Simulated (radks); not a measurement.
Spherical quantum dot in the effective-mass picture: electrons in a hard-walled sphere of radius 2.28, all in effective atomic units (hartree* = m*/eps^2 hartree, bohr* = eps/m* bohr), one dielectric constant everywhere. Method: non-relativistic Kohn-Sham, r2SCAN, spin-polarised, spherical densities, generalised Kohn-Sham scheme; computed with a radial shooting solver with Libxc functionals. Levels are named by radial order and angular momentum (1s, 1p, 1d, 2s, ...), and open shells are averaged over m. Results are scaled to m* = 0.449 and eps = 4.1, for which hartree* = 726.8 meV and bohr* = 0.4832 nm.

N = 26, configuration 1s2 1p6 1d10 1f(up 7, down 1). This is the lowest configuration that the search found. Occupied and some empty levels:

level,occupation,eigenvalue (meV),<r> (nm)
1s up,1,11416,0.7112
1s down,1,11500,0.7040
1p up,3,11834,0.7500
1p down,3,11933,0.7459
1d up,5,12526,0.7801
1d down,5,12639,0.7778
1f up,7,13455,0.8043
1f down,1,13582,0.8031
2s up,0,13786,0.4929
2s down,0,13844,0.4971
1g up,0,14601,0.8242
1g down,0,14740,0.8237
2p up,0,15087,0.5755
2p down,0,15153,0.5775
2d up,0,16596,0.6278
2d down,0,16679,0.6281

Energy (meV): total 192033, kinetic 65542, external 0, Hartree 141030, exchange-correlation -14536.

Electron density:

r (nm),n(r) (e/nm^3)
0.0589,0.3977
0.141,0.5132
0.223,0.7747
0.306,1.276
0.388,2.148
0.470,3.508
0.552,5.343
0.634,7.357
0.717,8.839
0.799,8.862
0.881,6.824
0.964,3.399
1.05,0.6028
